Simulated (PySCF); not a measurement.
Si(CCH)2Me2, C6H8Si.
Bonds: Si1–C2, Si1–C5, Si1–C8, Si1–C12, C2–C3, C5–C6. Hydrogens: H4 on C3; H7 on C6; H9, H10, H11 on C8; H13, H14, H15 on C12.

The closed-shell ground state was solved at several levels (PySCF, density fitting, gas phase, non-relativistic). Isolated species at its PBE0-D3(BJ)/def2-SVP geometry, gas phase.

```
           level  basis functions  total energy (Eh)  HOMO (eV)  LUMO (eV)  gap (eV)  dipole (D)
  PBE0/def2-SVPD              208          -522.1852      -7.92      -0.24      7.68        0.43
wB97X-D/pcSseg-1              166          -522.7300      -9.78       1.61     11.39        0.37
```

(1) What might PBE0/pcSseg-1 (166 basis functions) give for the same quantities?

(2) Over all these levels, which gives the widest orbital gap and which the narrowest?

(3) How far do the dipole and the HOMO energy spread over the levels?

## Answers

(1) Total energy -522.4008 Eh, HOMO -7.91 eV, LUMO -0.16 eV, gap 7.75 eV, dipole 0.41 D.

(2) wB97X-D/pcSseg-1 (range-separated hybrid) has the widest, 11.39 eV, and PBE0/def2-SVPD (global hybrid, 25 % exact exchange) the narrowest, 7.68 eV. Functional and basis both differ between the two, so the spread mixes both effects.

(3) The dipole runs from 0.37 to 0.43 D (mean 0.40 D) and the HOMO from -9.78 to -7.91 eV.

wB97X-D is run here without its empirical dispersion term; that term would change no orbital, density or response property at a fixed geometry.
